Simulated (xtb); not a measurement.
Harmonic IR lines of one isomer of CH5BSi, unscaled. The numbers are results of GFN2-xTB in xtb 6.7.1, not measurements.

```
wavenumber (cm⁻¹)  relative intensity
-----------------  ------------------
443                               6.8
512                               6.5
810                                16
819                                48
841                                25
1689                              4.3
2161                              100
2180                               19
```

### Question
Identify which structure gives these lines.
A. `C=B[SiH3]`
B. `B[SiH]=C`
C. `CB=[SiH2]`
D. `[H]/B=[SiH]/C`

### Answer
A, `C=B[SiH3]`
